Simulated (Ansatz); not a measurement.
# Relaxing a trial structure of FH5PSi2

The starting geometry of this gas-phase doublet was optimised with GFN2-xTB; its bonds are those of `F[SiH2][P][SiH3]`.

```xyz
9

F    -0.4121   -3.0921   -1.8399
P     1.5355   -1.0879   -3.3070
Si    0.9509   -3.1469   -2.7062
Si    1.8502   -0.1476   -1.3081
H     0.5968   -3.9225   -3.8823
H     1.8768   -3.8257   -1.8085
H     0.5833   -0.0159   -0.5882
H     2.4197    1.1716   -1.5779
H     2.7803   -0.9367   -0.4951
```

**Question.** Predict what it relaxes into with r2SCAN-D4/def2-SVP.

**Answer.** It keeps its bonds, and is `F[SiH2][P][SiH3]`.

The energy falls by 0.20 eV over 21 steps:

```json
{"step": "1", "E − E(last) (eV)": "0.203"}
{"step": "3", "E − E(last) (eV)": "0.076"}
{"step": "5", "E − E(last) (eV)": "0.045"}
{"step": "8", "E − E(last) (eV)": "0.008"}
{"step": "10", "E − E(last) (eV)": "0.004"}
{"step": "12", "E − E(last) (eV)": "0.002"}
{"step": "14", "E − E(last) (eV)": "0.001"}
{"step": "17", "E − E(last) (eV)": "0.000"}
{"step": "19", "E − E(last) (eV)": "0.000"}
{"step": "21", "E − E(last) (eV)": "0.000"}
```

Final geometry (Å):

```yaml
atoms:
  - { symbol: F, position_ang: [0.3893, -3.0107, -1.1718] }
  - { symbol: P, position_ang: [2.1730, -1.2993, -3.2556] }
  - { symbol: Si, position_ang: [1.0750, -3.1591, -2.6507] }
  - { symbol: Si, position_ang: [1.7043, -0.1491, -1.3626] }
  - { symbol: H, position_ang: [-0.0157, -3.4398, -3.6273] }
  - { symbol: H, position_ang: [2.0236, -4.3077, -2.5942] }
  - { symbol: H, position_ang: [0.2291, 0.0146, -1.1982] }
  - { symbol: H, position_ang: [2.3360, 1.1969, -1.4835] }
  - { symbol: H, position_ang: [2.2668, -0.8493, -0.1696] }
```

Frequencies at the end are all real (lowest 31 cm⁻¹). Open shells are spin-unrestricted. Run with Ansatz 0.2.0, 84 s on 2 threads of Intel(R) Xeon(R) 6975P-C (Granite Rapids), with other jobs on the host.
